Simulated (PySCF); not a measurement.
Method: PBE-D3(BJ)/def2-TZVP // B3LYP-D3(BJ)/def2-TZVP in PySCF 2.14.0. Gas-phase values, no solvent. 

Reference species (SMILES): `[Cl][SnH2][Cl]` (neutral, multiplicity 1).

| Item | Result |
|---|---|
| HOMO–LUMO gap | 5.12 eV |
| LUMO | -2.45 eV |

Changed species: `[Cl][SnH3]` (1 of 4 H replaced by Cl; the reference has 2 of 4 H replaced by Cl).

Question: Predict the effect on the HOMO–LUMO gap and LUMO.

Answer: the HOMO–LUMO gap rises by 0.33 eV, to 5.45 eV; the LUMO goes up by 0.66 eV, to -1.79 eV.
